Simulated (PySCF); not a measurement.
## Worked example: entropy of an ideal gas

C3H5O, SMILES [CH]=C(C)O, multiplicity 2.

The structure is a stationary point at PBE-D3(BJ)/def2-SVP. The isomer is the one that the SMILES or the coordinates give; other isomers of the formula were not compared. One conformer was computed; it need not be the lowest.

PBE-D3(BJ)/def2-SVP in PySCF 2.14.0 gives the harmonic wavenumbers 173, 378, 426, 432, 480, 505, 720, 883, 965, 1005, 1149, 1271, 1339, 1391, 1394, 1665, 2972, 3048, 3106, 3219, 3684 cm⁻¹ and the rotational temperatures 0.5148, 0.4379, 0.2443 K. The molar mass is 57.07 g/mol, the symmetry number 1, the spin multiplicity 2.

Work out the entropy at 298.15 K and 1 atm in the rigid-rotor, harmonic-oscillator model.


Translation (Sackur–Tetrode at 1 atm): S = R[1.5 ln M + 2.5 ln T − 1.16487] = 159.2 J/(mol K).
Rotation: q = (√π/σ) T^1.5/√(θA θB θC) = 38900, S = R[ln q + 3/2] = 100.3 J/(mol K).
Vibration: with u = 1.4388 ν/T, each mode gives R[u/(e^u − 1) − ln(1 − e^−u)]:
```tsv
ν (cm⁻¹)	modes	u	S (J/(mol K))
173	1	0.83	10.05
378	1	1.82	4.38
426	1	2.06	3.65
432	1	2.08	3.57
480	1	2.32	2.97
505	1	2.44	2.70
720	1	3.47	1.19
883	1	4.26	0.63
965	1	4.66	0.45
1005	1	4.85	0.38
1149	1	5.54	0.21
1271	1	6.13	0.13
1339	1	6.46	0.10
1391	1	6.71	0.08
1394	1	6.73	0.08
1665	1	8.03	0.02
```
The stiffer modes add less than 0.005 each. Sum 30.6 J/(mol K).
Spin: R ln 2 = 5.8 J/(mol K).
Total 295.9 J/(mol K); the program's own thermochemistry gives 295.9. Translation makes up 54 % and vibration 10 %. Anharmonicity, hindered rotation and orbital degeneracy are left out.
